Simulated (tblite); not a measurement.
Compound: C₆H₉BF₂Se.
Numbering: `[CH2:1]=[C:2]1[CH2:3][C@H:4]([B:5]([F:6])[F:7])[CH2:8][CH2:9][Se:10]1` (hydrogens: H11, H12 on C1; H13, H14 on C3; H15 on C4; H16, H17 on C8; H18, H19 on C9)

Computed with GFN2-xTB (tblite), gas phase: L-BFGS steps from a force-field or distance-geometry start until the largest atomic force falls under 0.01 eV/Å.

Step 41: E = -853.8508 eV
```
atom  x, y, z in Å  |  force x, y, z in eV/Å
C1      2.5792   -1.2057    0.2124   -0.007  -0.006  -0.002
C2      1.6036   -0.4428   -0.2540    0.044  -0.009   0.004
C3      0.2369   -0.9334   -0.6103    0.023   0.002   0.000
C4     -0.8707   -0.2759    0.2485   -0.015  -0.004  -0.011
B5     -2.2595   -0.9876   -0.0580    0.012   0.002   0.009
F6     -2.8184   -0.9512   -1.2495   -0.007  -0.003   0.009
F7     -2.9487   -1.6683    0.8329    0.006  -0.003   0.007
C8     -0.9701    1.2329   -0.0529    0.018   0.016  -0.007
C9      0.2634    2.0140    0.3557    0.054   0.003   0.005
Se10    1.8931    1.4294   -0.5983    0.006   0.016   0.015
H11     3.5527   -0.8067    0.4446   -0.022  -0.001  -0.016
H12     2.4359   -2.2633    0.3697    0.014   0.009   0.003
H13     0.2042   -2.0176   -0.4789   -0.010  -0.003   0.016
H14     0.0434   -0.7149   -1.6642   -0.032   0.009  -0.002
H15    -0.5953   -0.4012    1.3015   -0.019   0.004  -0.009
H16    -1.1556    1.3731   -1.1200   -0.016  -0.012  -0.013
H17    -1.8237    1.6459    0.4931   -0.016   0.006  -0.023
H18     0.1491    3.0724    0.1148   -0.005  -0.014   0.027
H19     0.4707    1.9103    1.4231   -0.029  -0.012  -0.011
```

Step 42: E = -853.8512 eV
```
atom  x, y, z in Å  |  force x, y, z in eV/Å
C1      2.5799   -1.2082    0.2101   -0.001  -0.004  -0.001
C2      1.6041   -0.4432   -0.2521    0.028  -0.013   0.001
C3      0.2376   -0.9330   -0.6085    0.006  -0.004  -0.004
C4     -0.8705   -0.2740    0.2479   -0.012   0.001  -0.003
B5     -2.2586   -0.9871   -0.0572    0.013  -0.003   0.007
F6     -2.8180   -0.9520   -1.2485   -0.009  -0.004   0.013
F7     -2.9450   -1.6692    0.8348    0.002  -0.002   0.004
C8     -0.9700    1.2340   -0.0560    0.009   0.016   0.002
C9      0.2621    2.0152    0.3569    0.041  -0.001   0.000
Se10    1.8921    1.4285   -0.5929    0.034   0.036   0.009
H11     3.5525   -0.8094    0.4444   -0.006   0.001  -0.016
H12     2.4378   -2.2667    0.3615    0.010   0.005   0.008
H13     0.2032   -2.0166   -0.4748   -0.006  -0.015   0.011
H14     0.0434   -0.7159   -1.6625   -0.026   0.008  -0.010
H15    -0.5950   -0.3967    1.3010   -0.022   0.001  -0.003
H16    -1.1549    1.3725   -1.1237   -0.004  -0.006  -0.003
H17    -1.8243    1.6465    0.4887   -0.027   0.011  -0.023
H18     0.1483    3.0737    0.1161    0.000  -0.016   0.026
H19     0.4655    1.9107    1.4253   -0.030  -0.011  -0.018
```

Q: Estimate the geometry and energy of step 43. (The exact step hangs on the optimiser's Hessian estimate; all steps are aligned on step 42, rigid shifts and turns removed.)

A: E = -853.8515 eV, largest force 0.066 eV/Å
```
atom  x, y, z in Å  |  force x, y, z in eV/Å
C1      2.5812   -1.2122    0.2068   -0.002   0.003  -0.001
C2      1.6052   -0.4439   -0.2492    0.012  -0.016  -0.005
C3      0.2384   -0.9323   -0.6062   -0.012  -0.006  -0.007
C4     -0.8704   -0.2719    0.2480   -0.005   0.007   0.005
B5     -2.2572   -0.9868   -0.0561    0.007  -0.008   0.004
F6     -2.8172   -0.9530   -1.2473   -0.011  -0.004   0.015
F7     -2.9413   -1.6706    0.8363    0.000  -0.002   0.001
C8     -0.9701    1.2355   -0.0587   -0.001   0.008   0.004
C9      0.2609    2.0171    0.3578    0.013  -0.004  -0.004
Se10    1.8931    1.4284   -0.5845    0.052   0.040   0.008
H11     3.5533   -0.8142    0.4423    0.013   0.005  -0.013
H12     2.4401   -2.2715    0.3516    0.004   0.001   0.011
H13     0.2022   -2.0157   -0.4708   -0.002  -0.014   0.005
H14     0.0434   -0.7156   -1.6601   -0.015   0.002  -0.012
H15    -0.5956   -0.3921    1.3014   -0.020  -0.002   0.005
H16    -1.1542    1.3710   -1.1272    0.008   0.002   0.006
H17    -1.8260    1.6476    0.4837   -0.026   0.014  -0.025
H18     0.1466    3.0751    0.1151    0.008  -0.013   0.024
H19     0.4578    1.9145    1.4276   -0.024  -0.011  -0.022
```

The energy changes by -0.0003 eV. The first-order estimate −F·Δx gives -0.0004 eV and the mean of the old and new forces, exact on a quadratic surface, -0.0003 eV. The step makes an angle of 80° with the force vector and moves no atom by more than 0.011 Å.

The cost below is that of the whole relaxation. On an Arm Neoverse N1 with one thread, no GPU, shared host with 64 logical CPUs at a one-minute load of 59, this took 0.92 s of wall time.
